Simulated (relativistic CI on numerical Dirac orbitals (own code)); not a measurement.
Crystal-field levels of Cr4+, 3d2

Calculated by Dirac-Coulomb-Breit CI, orbitals from a KLI potential per configuration, model QED (radiative potential, 1s self-energy scaled to tabulated hydrogen-like ionisation energies), valence Slater integrals scaled by 0.8, one configuration in a parametric crystal field (own radial code).

Field parameters in Wybourne normalisation: Oh B⁴₀ = 21Dq, B⁴₄ = √(5/14) B⁴₀. The field is a parameter set, without covalency.

S and J are read from ⟨S²⟩ = S(S + 1) and ⟨J²⟩ = J(J + 1) of each level; they are not fictitious spins.

Oh, 10Dq = 5000 cm⁻¹, the lowest 10 levels:

| E (cm⁻¹) | Degeneracy | Irrep | S | J |
| --- | --- | --- | --- | --- |
| 0.0 | 2 | E | 1.00 | 2.62 |
| 43.5 | 3 | T2 | 1.00 | 2.77 |
| 500 | 3 | T1 | 1.00 | 3.56 |
| 743 | 1 | A1 | 1.00 | 3.97 |
| 4364 | 1 | A2 | 1.00 | 3.00 |
| 4404 | 3 | T2 | 1.00 | 3.08 |
| 4612 | 3 | T1 | 1.00 | 3.48 |
| 4641 | 2 | E | 1.00 | 3.58 |
| 9542 | 3 | T2 | 1.00 | 3.40 |
| 14101 | 3 | T2 | 0.02 | 2.28 |

Oh, 10Dq = 9000 cm⁻¹, the lowest 10 levels:

```tsv
E (cm⁻¹)	Degeneracy	Irrep	S	J
0.0	2	E	1.00	2.71
25.5	3	T2	1.00	2.79
470	3	T1	1.00	3.56
697	1	A1	1.00	3.93
7926	1	A2	1.00	3.00
7964	3	T2	1.00	3.10
8164	3	T1	1.00	3.44
8178	2	E	1.00	3.51
14388	3	T2	0.01	2.58
14973	2	E	0.01	2.90
```

Oh, 10Dq = 13000 cm⁻¹, the lowest 16 levels:

```tsv
E (cm⁻¹)	Degeneracy	Irrep	S	J
0.0	2	E	1.00	2.74
17.9	3	T2	1.00	2.79
451	3	T1	1.00	3.55
667	1	A1	1.00	3.89
11621	1	A2	1.00	3.00
11629	3	T2	0.99	3.11
11855	3	T1	1.00	3.43
11862	2	E	1.00	3.47
14486	3	T2	0.04	2.77
14882	2	E	0.00	3.01
24759	3	T2	0.99	3.33
25097	1	A1	1.00	0.62
25264	3	T1	1.00	1.22
25497	3	T2	1.00	2.06
25511	2	E	1.00	2.05
28329	3	T2	0.02	3.47
```

The free-ion ground term has S = 1. Every field shown keeps that spin.

Levels of this model without a field, named by their leading LS term (the scale mimics covalency, so terms lie below those of the real free ion): ³F2 0, ³F3 484, ³F4 1090, ¹D2 13173, ³P0 15411, ³P1 15585, ³P2 15932, ¹G4 20219 cm⁻¹.
